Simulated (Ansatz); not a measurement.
All numbers were calculated with Ansatz.

Basis-set series for `OC([SiH3])[SiH2]Cl`. The species carries charge 0 and has multiplicity 1. The geometry is a stationary point of PBE0-D4/def2-TZVP. It is one conformer, not always the lowest.

Z-matrix (Å, degrees):
```
C
Si 1 1.891
Si 1 1.878 2 112.3
O 1 1.426 2 107.6 3 123.0
H 1 1.103 2 106.5 3 -117.4
H 2 1.489 1 107.8 3 57.6
H 2 1.484 1 110.1 3 177.1
H 2 1.484 1 110.2 3 -61.5
Cl 3 2.069 1 106.0 2 170.0
H 3 1.481 1 112.3 2 53.7
H 3 1.482 1 111.9 2 -72.1
H 4 0.964 1 108.5 2 -173.1
```

```
functional       basis  functions  energy (Eh)  HOMO (eV)  LUMO (eV)
   PBE0-D4    def2-SVP        117  -1155.81982      -7.78      -0.11
   PBE0-D4  def2-QZVPP        534  -1156.36233      -7.98      -0.53
   ωB97M-V    def2-SVP        117  -1156.21587     -10.06       1.84
   ωB97M-V  def2-QZVPP        534  -1156.76093     -10.28       1.11
```

Task: Give the rows for def2-TZVPP. (An estimate is asked.)

Result: The calculation gave: 
```
functional       basis  functions  energy (Eh)  HOMO (eV)  LUMO (eV)
   PBE0-D4  def2-TZVPP        286  -1156.32225      -7.94      -0.41
   ωB97M-V  def2-TZVPP        286  -1156.72318     -10.24       1.40
```

Positive LUMOs are unbound and depend on the basis.
